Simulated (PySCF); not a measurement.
Start geometry of `[H][Si](NCC)(NCC)NCC` (SiH(NHEt)3) from GFN2-xTB (Å):
```
atom  x, y, z in Å
Si1    0.0748   -0.0527   -0.2236
H2     0.0021   -0.0089    1.2422
N3     1.5244   -0.1789   -0.9294
C4     2.8473    0.5492   -0.4596
C5     3.4576   -0.1621    0.6833
H6     1.8056   -1.0818   -1.2377
H7     3.4776    0.6524   -1.2845
H8     2.4697    1.5543   -0.1548
H9     2.7829   -0.2313    1.6159
H10    4.3222    0.4328    1.0554
H11    3.7765   -1.1416    0.4434
N12   -0.5820    1.4964   -0.8632
C13   -1.9326    2.1164   -0.5105
C14   -1.7758    3.0010    0.7643
H15    0.0700    2.1605   -1.1278
H16   -2.2591    2.7072   -1.2968
H17   -2.5367    1.3059   -0.2683
H18   -1.3669    2.4430    1.6035
H19   -2.7018    3.3831    1.0163
H20   -1.1165    3.8345    0.5514
N21   -1.0015   -1.2229   -0.9445
C22   -0.8629   -2.6632   -0.5323
C23   -1.7466   -2.8861    0.6383
H24   -1.8998   -0.9545   -1.2122
H25   -1.1345   -3.2781   -1.3348
H26    0.1239   -2.7818   -0.2626
H27   -1.4787   -2.3635    1.6022
H28   -1.6592   -3.9482    1.0060
H29   -2.7993   -2.7235    0.4507
```

What comes out of this run: PySCF 2.14.0, PBE0-D3(BJ)/def2-SVP geometry optimisation, gas phase?

```
atom  x, y, z in Å
Si1   -0.0110    0.0105   -0.2669
H2    -0.0250    0.0029    1.2380
N3     1.6235   -0.0188   -0.8209
C4     2.7419    0.6462   -0.1976
C5     3.6526   -0.2866    0.5879
H6     1.8698   -0.7248   -1.5054
H7     3.3415    1.1946   -0.9498
H8     2.3464    1.4247    0.4778
H9     3.0924   -0.7901    1.3911
H10    4.4970    0.2574    1.0407
H11    4.0714   -1.0682   -0.0671
N12   -0.7939    1.4356   -0.8494
C13   -1.9521    2.0626   -0.2601
C14   -1.6284    3.2877    0.5832
H15   -0.2695    2.0186   -1.4918
H16   -2.6867    2.3395   -1.0409
H17   -2.4672    1.3134    0.3661
H18   -0.9570    3.0201    1.4140
H19   -2.5392    3.7424    1.0046
H20   -1.1200    4.0560   -0.0222
N21   -0.8429   -1.3781   -0.8670
C22   -0.8054   -2.6995   -0.2886
C23   -2.0318   -3.0442    0.5443
H24   -1.5945   -1.2179   -1.5280
H25   -0.6697   -3.4661   -1.0758
H26    0.0978   -2.7728    0.3421
H27   -2.1469   -2.3334    1.3773
H28   -1.9652   -4.0615    0.9622
H29   -2.9475   -2.9927   -0.0673
```

The energy falls by 2.047 eV over 16 energy and gradient evaluations, the largest force component goes from 0.1187 to 1.3e-04 Eh/bohr, and the atoms move by 0.480 Å rms after alignment. The bond that changes most is N3–C4 (ends: nitrogen bonded to C, Si and H; carbon bonded to C, N and 2 H), which shortens by 0.139 Å. Bonds longer at the end by more than 0.005 Å: 17 of 28; shorter: 11. Among the angles that change most is H16–C13–H17, from 116.0° to 105.1°. Among the dihedrals that turn most is N21–Si1–N3–H6, from -33° to 8°. Rotational constants go from 879.6, 830.5, 492.2 to 831.7, 819.6, 459.0 MHz. The orientation of the end geometry is arbitrary; only internal coordinates are fixed.

The run used 239 basis functions and 104 SCF cycles in all. On 2 threads of an Intel Xeon 6975P-C, shared host with 192 logical CPUs at a one-minute load of 90, this took 3.8 min wall, 9.2 min CPU and 1.6 GiB of memory at its peak.

PBE0-D3(BJ)/def2-SVP frequencies: not computed here. One conformer, not necessarily the lowest.
